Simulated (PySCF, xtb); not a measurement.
C₄H₉O₂, SMILES C(C)([CH]OC)O, multiplicity 2. One conformer was computed; it need not be the lowest.

Harmonic wavenumbers (cm⁻¹) from GFN2-xTB (xtb) at its own minimum, in rising order: 43, 64, 149, 191, 222, 258, 303, 330, 456, 468, 518, 897, 945, 1014, 1054, 1083, 1093, 1117, 1142, 1210, 1240, 1276, 1288, 1383, 1392, 1411, 1461, 1474, 1487, 1489, 2860, 2910, 2934, 3012, 3026, 3042, 3053, 3092, 3531.

Problem. What does PySCF 2.14.0 with PBE-D3(BJ)/def2-SVP give at its own minimum? (An estimate is asked for; the answer gives what the named calculation found.)

Solution. 77, 82, 179, 193, 238, 253, 323, 359, 456, 496, 607, 846, 904, 1011, 1038, 1079, 1089, 1125, 1151, 1202, 1263, 1284, 1310, 1335, 1388, 1406, 1411, 1416, 1424, 1466, 2895, 2921, 2965, 2991, 3052, 3053, 3069, 3081, 3663. Paired by order, the mean absolute difference is 26 cm⁻¹ and the zero-point energies are 77.1 and 77.3 kcal/mol.
